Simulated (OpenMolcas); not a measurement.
Ir5+: moving or changing the point charges

Ir5+ among 4 point charges of -2 e arranged as a square (D4h), 2.06 Å from the ion.

```
Program             : OpenMolcas
Method              : SS-CASPT2, IPEA 0.25 Eh, imaginary shift 0.1 Eh (closed shells correlated: 5s 5p)
Basis               : ANO-RCC-VTZP [8s7p5d3f1g]
Scalar Hamiltonian  : DKH2, point nucleus
Active space        : 4 electrons in 5 orbitals (5d)
State averaging     : 2S+1 = 5 even, 5 roots; 2S+1 = 3 even, 45 roots; 2S+1 = 1 even, 50 roots
Spin-orbit coupling : RASSI with atomic mean-field integrals over the reference wave functions
```

Runs around this geometry, states (labels of D4, the rotations of D4h). Energies in cm-1 above the lowest state or level, χT in cm3 K/mol.

```
R (Å)  q (e)  Ground state  First state of that spin  First gap with spin-orbit (degeneracies)  χT at 300 K  First state of another spin
 2.06   -1.3           5B1                  5B2 4420                               2940 (1, 1)        0.087                     3E 19210
 1.95     -2           5B1                  5B2 8500                               2010 (1, 1)        0.173                    3A2 17640
 2.06     -2           5B1                  5B2 6590                               2240 (1, 1)        0.139                    3A2 18650
 2.26     -2           5B1                  5B2 4260                               2700 (1, 1)        0.098                     3E 19100
```

Taking the first state of the same spin as R^-n, n = -ln(4260 / 8500) / ln(2.26 / 1.95) = 4.7 between the shortest and longest distance.

Scaling the charges by -1.3 / -2 = 0.65 scales the first state of the same spin by 4420 / 6590 = 0.67; with fixed orbitals a first-order splitting would follow the charge.

Point charges give a weaker field than real ligands, and real ions of this kind are as a rule low spin; the high spin found here belongs to the model. Free-ion shares, where given, are those of the reference states; single-state CASPT2 does not remix them. Spin-orbit coupling mixes the spin-free states strongly: the lowest level takes only 37 % from its leading state, 5B1 (figures for R = 2.06, q = -1.3; the like holds for R = 1.95, q = -2, R = 2.06, q = -2, R = 2.26, q = -2). Point charges carry no covalency, so the field is a model and not that of real ligands. No measured value stands beside these numbers.
